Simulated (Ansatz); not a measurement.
A structure relaxed at PBE0-D4/def2-TZVP, charge 0, multiplicity 1:

Cartesian coordinates in Å:
```
N -0.137 0.721 -2.532
Ge -1.029 0.383 -0.942
Si 0.357 -0.587 0.741
N -0.252 -0.249 2.302
O 1.833 0.072 0.370
H 0.819 1.014 -2.368
H -0.102 -0.098 -3.126
H -2.228 -0.516 -1.300
H -1.579 1.733 -0.428
H 0.456 -2.074 0.707
H -0.562 0.664 2.589
H -0.157 -0.885 3.074
H 2.581 -0.179 0.914
```

(1) Give its formula and SMILES.

(2) Point group (tolerance 0.08 Å, 0.16 Å for H)?

(3) Summarise the bond lengths by kind.

Results:

(1) GeH8N2OSi, `[NH2][GeH2][SiH](N)O`.

(2) C1.

(3) 1 × Ge–N 1.855 Å; 4 × H–N 1.005 to 1.013 Å; 1 × Ge–Si 2.386 Å; 2 × Ge–H 1.541 to 1.546 Å; 1 × N–Si 1.709 Å; 1 × O–Si 1.658 Å; 1 × H–Si 1.491 Å; 1 × H–O 0.959 Å.

Results of the Gaussian-basis code of Ansatz.
